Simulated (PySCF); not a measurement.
A PySCF script (with the pyscf-properties extension) for the NMR shieldings of SMILES C=CC[C@H]1CC[SiH2]C1, C₇H₁₄Si, on a GFN2-xTB geometry:

```python
import basis_set_exchange as bse
import numpy as np
from pyscf import gto, dft
from pyscf.prop import nmr

atoms = """
C     3.128943   -0.068494   -1.250852
C     2.255790   -0.800258   -0.585129
C     1.462567   -0.321975    0.587261
C    -0.045166   -0.412069    0.325353
C    -0.864644   -0.009828    1.553032
C    -2.343581    0.009667    1.160798
Si   -2.356650    0.719189   -0.609218
C    -0.480481    0.488401   -0.836782
H     3.676977   -0.455125   -2.093631
H     3.338916    0.952700   -0.975894
H     2.063213   -1.823181   -0.884751
H     1.731402    0.711086    0.819728
H     1.707057   -0.940287    1.457286
H    -0.295245   -1.449378    0.074319
H    -0.680733   -0.692402    2.386191
H    -0.559028    0.990891    1.868289
H    -2.739946   -1.006629    1.172232
H    -2.927422    0.581257    1.879860
H    -2.764283    2.126596   -0.661233
H    -3.166619   -0.080469   -1.532874
H     0.037014    1.446225   -0.761480
H    -0.188493    0.053468   -1.790888
"""
names = dict.fromkeys(["C", "Si", "H"], "pcSseg-1")
basis = {el: gto.basis.parse(bse.get_basis(n, elements=[el], fmt="nwchem")) for el, n in names.items()}
mol = gto.M(atom=atoms, basis=basis, charge=0, verbose=0)
mf = dft.RKS(mol, xc="PBE0")
mf.grids.level = 2
mf.grids.alignment = dft.numint.BLKSIZE   # the property module wants whole blocks of grid points
mf.conv_tol = 1e-9
mf.kernel()

calc = nmr.RKS(mf)   # GIAO
C = mf.mo_coeff
Co = C[:, mf.mo_occ > 0]
resp = mf.gen_response(singlet=True, hermi=2)
def vind(x):   # induced exchange potential for any number of trial vectors
    d = np.einsum("pi,xij,qj->xpq", C, 2 * x.reshape(-1, C.shape[1], Co.shape[1]), Co, optimize=True)
    return np.einsum("xpq,pi,qj->xij", resp(d - d.transpose(0, 2, 1)), C, Co, optimize=True).ravel()
mo1, _ = nmr.rhf.solve_mo1(calc, with_cphf=vind)
sigma = calc.kernel(mo1)
for i, s in enumerate(sigma):   # ppm
    w = np.linalg.eigvalsh((s + s.T) / 2)
    print("%2d %-2s iso %8.1f  s11 %8.1f  s22 %8.1f  s33 %8.1f" % (i, mol.atom_pure_symbol(i), w.mean(), *w))
```

Question: What are the results?

Answer: 
```
 0 C  iso     65.4  s11    -46.8  s22     86.1  s33    156.8
 1 C  iso     38.1  s11    -84.4  s22     43.5  s33    155.2
 2 C  iso    138.0  s11    120.3  s22    138.2  s33    155.3
 3 C  iso    141.6  s11    122.1  s22    139.1  s33    163.4
 4 C  iso    147.7  s11    122.8  s22    150.1  s33    170.2
 5 C  iso    176.3  s11    158.1  s22    171.6  s33    199.0
 6 Si iso    380.4  s11    323.4  s22    384.7  s33    433.0
 7 C  iso    169.9  s11    155.2  s22    162.2  s33    192.3
 8 H  iso     26.4  s11     23.2  s22     25.4  s33     30.7
 9 H  iso     26.3  s11     22.5  s22     25.7  s33     30.7
10 H  iso     25.6  s11     22.5  s22     25.2  s33     29.1
11 H  iso     30.1  s11     26.6  s22     29.8  s33     33.9
12 H  iso     29.0  s11     24.2  s22     28.4  s33     34.2
13 H  iso     30.3  s11     26.9  s22     28.9  s33     35.2
14 H  iso     29.7  s11     24.2  s22     28.8  s33     36.0
15 H  iso     30.8  s11     25.9  s22     30.4  s33     35.9
16 H  iso     30.8  s11     26.0  s22     27.9  s33     38.6
17 H  iso     30.6  s11     25.6  s22     27.5  s33     38.8
18 H  iso     27.5  s11     24.1  s22     24.8  s33     33.6
19 H  iso     27.5  s11     24.0  s22     24.8  s33     33.6
20 H  iso     31.6  s11     26.3  s22     30.7  s33     37.9
21 H  iso     30.6  s11     25.0  s22     29.7  s33     37.0
```

These numbers come from an equivalent density-fitted implementation of the same equations, which agrees with the script to about 0.01 ppm for H and up to a few tenths of a ppm for heavy atoms, so last digits may differ.

Question: Turn these shieldings into chemical shifts. Scale: 13C (186.93 ppm) and 29Si (349.16 ppm) and 1H (31.72 ppm) against TMS (reference shieldings calculated alike).

Answer: Averaging equivalent atoms: C 1: 148.8; C 0: 121.6; C 2: 49.0; C 3: 45.4; C 4: 39.2; C 7: 17.0; C 5: 10.7; Si 6: -31.2; H 10: 6.12; H 9: 5.41; H 8: 5.29; H 19: 4.23; H 18: 4.22; H 12: 2.76; H 14: 2.05; H 11: 1.58; H 13: 1.38; H 21: 1.17; H 17: 1.08; H 15: 0.96; H 16: 0.90; H 20: 0.08 ppm. 

Size and cost of the density-fitted run: 213 basis functions, 82 s wall time on 1 thread of an Arm Neoverse N1, shared host; peak memory 0.87 GiB.
